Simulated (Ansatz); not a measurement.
Reactions of `BC=C=C=C`.

Calculated with Ansatz (gas phase, PBE0-D4/def2-TZVP geometries, no zero-point term in ΔE). CBS: MP2 limit from def2 TZ/QZ plus the TZ coupled-cluster correction, frozen cores. This one scheme is used for every species. Double bonds are as drawn, so ΔE can hold a change between cis and trans. Functionals use def2-TZVPP. Each species was taken in one conformer, which may not be the lowest.

```json
{"reaction": "`BC=C=C=C` + `F/C=C/[SiH3]` → `B/C=C/[SiH3]` + `C=C=C=CF`", "PBE-D4 (kJ/mol)": "39", "HF/CBS(def2) (kJ/mol)": "43", "MP2/CBS(def2) (kJ/mol)": "45", "CCSD(T)/CBS(def2) (kJ/mol)": "40"}
{"reaction": "`BC=C=C=C` + `N=C(F)S` → `B/N=C(/F)S` + `C=C=C=C`", "PBE-D4 (kJ/mol)": "-84", "HF/CBS(def2) (kJ/mol)": "-69", "MP2/CBS(def2) (kJ/mol)": "-75", "CCSD(T)/CBS(def2) (kJ/mol)": "-75"}
{"reaction": "`BC=C=C=C` + `OB(S)Cl` → `BSB(O)Cl` + `C=C=C=C`", "PBE-D4 (kJ/mol)": "-39", "HF/CBS(def2) (kJ/mol)": "-28", "MP2/CBS(def2) (kJ/mol)": "-38", "CCSD(T)/CBS(def2) (kJ/mol)": "-40"}
{"reaction": "`BC=C=C=C` + `COC=O` → `BC(=O)OC` + `C=C=C=C`", "PBE-D4 (kJ/mol)": "32", "HF/CBS(def2) (kJ/mol)": "39", "MP2/CBS(def2) (kJ/mol)": "41", "CCSD(T)/CBS(def2) (kJ/mol)": "34"}
{"reaction": "`BC=C=C=C` + `CNCF` → `BN(C)CF` + `C=C=C=C`", "PBE-D4 (kJ/mol)": "-103", "HF/CBS(def2) (kJ/mol)": "-98", "MP2/CBS(def2) (kJ/mol)": "-106", "CCSD(T)/CBS(def2) (kJ/mol)": "-109"}
{"reaction": "`BC=C=C=C` + CH₃SH → `BSC` + `C=C=C=C`", "PBE-D4 (kJ/mol)": "-76", "HF/CBS(def2) (kJ/mol)": "-56", "MP2/CBS(def2) (kJ/mol)": "-70", "CCSD(T)/CBS(def2) (kJ/mol)": "-72"}
```

Largest T1 diagnostic: 0.018, for `BC(=O)OC`.
